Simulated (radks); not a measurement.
The numbers below are computed, except where a source is named.
Task: These are the eigenvalues of the occupied orbitals of an atom or ion with whole-number occupations (Ry). Level of theory: scalar-relativistic Kohn-Sham, AM05, spin-polarised, spherical densities, finite nucleus; Fermi nuclear charge, rms radius of each element as measured or else 0.836 A^(1/3) + 0.57 fm (a radial shooting solver on a logarithmic mesh with Libxc functionals).

| orbital | eigenvalue |
|---|---|
| 1s up | -6470.690 |
| 1s down | -6470.687 |
| 2s up | -1159.317 |
| 2s down | -1159.316 |
| 2p up | -995.4627 |
| 2p down | -995.4617 |
| 3s up | -279.8851 |
| 3s down | -279.8838 |
| 3p up | -232.8785 |
| 3p down | -232.8772 |
| 3d up | -184.7638 |
| 3d down | -184.7626 |
| 4s up | -64.94499 |
| 4s down | -64.94300 |
| 4p up | -49.52848 |
| 4p down | -49.52618 |
| 4d up | -31.64967 |
| 4d down | -31.64702 |
| 5s up | -12.70208 |
| 5s down | -12.69788 |
| 4f up | -11.89519 |
| 4f down | -11.89233 |
| 5p up | -8.41891 |
| 5p down | -8.41178 |
| 5d up | -3.64863 |
| 5d down | -3.62121 |
| 6s up | -2.79426 |

Which element is it, and in what charge state? The configuration may be excited. Open shells, if any, are filled with parallel spins first.

Result: Z = 82, lead, charge +3: Pb3+ in [Xe] 4f14 5d10 6s1. The list shows which subshells hold electrons but not how many an open one holds; the 1s level, -3235.3 hartree, gives Z - s = 80.4 by -(Z - s)^2/2, which with screening and relativity narrows Z to a few neighbours, and the depths of the outer levels then fix element, charge and occupations together.
